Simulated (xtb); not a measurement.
xtb input:

```bash
xtb mol.xyz --gfn 2 --sp --chrg 1 --uhf 0
```
mol.xyz:
```
6

Si    -1.02909718     0.09598792     0.19603010
P      1.16264179    -0.17498748    -0.28686021
H     -1.82509624    -0.83302336    -0.63823404
H     -1.45804519     1.48794000    -0.08774552
H     -1.28854722    -0.19745417     1.62733475
H      1.53942232     0.82351881     0.65712658
```

**Question.** Predict the final energy.

**Answer.** -5.77186 Eh (GFN2-xTB).

This state (charge 1, singlet) is run at the relaxed geometry of the species with charge 0 and multiplicity 2.
